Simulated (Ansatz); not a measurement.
AlFGeH₄S, relaxed with RKS PBE-D4/def2-SVP in Ansatz 0.2.0 from a rough embedded geometry. The force threshold is 0.03 eV/Å; the program also tests the step.

Charge 0, multiplicity 1. The bonds changed during the relaxation, so this is another structure than the one it started from.

Start:

```xyz
8

F     1.682   -0.292   -1.429
Ge    0.294    0.466   -0.809
Al   -0.974   -1.152    0.455
S     0.856    2.109    0.552
H    -0.596    1.040   -1.963
H    -2.344   -0.724    1.206
H    -0.508   -2.677    0.613
H     1.588    1.230    1.374
```

(1) By how much does the energy fall, and how many steps does the optimiser take? (Best estimate.)

(2) Which bonds change most? (Best estimate.)

(3) Give the relaxed structure. (An estimate is asked.)

Answers

(1) Ansatz gave: 73.85 kJ/mol, in 22 steps, 1 of them rejected.

(2) The calculation gave: Al3–S4 from 3.741 to 2.400 Å; Ge2–S4 from 2.206 to 2.566 Å; Ge2–Al3 from 2.413 to 2.515 Å; F1–Ge2 from 1.699 to 1.775 Å.

(3) Ansatz gave: 
```xyz
8

F     1.729   -0.046   -1.677
Ge    0.008    0.191   -1.316
Al   -0.836   -0.876    0.799
S     0.253    1.253    1.007
H    -0.326    1.494   -2.130
H    -2.408   -0.657    0.948
H     0.066   -2.088    1.299
H     1.513    0.729    1.070
```
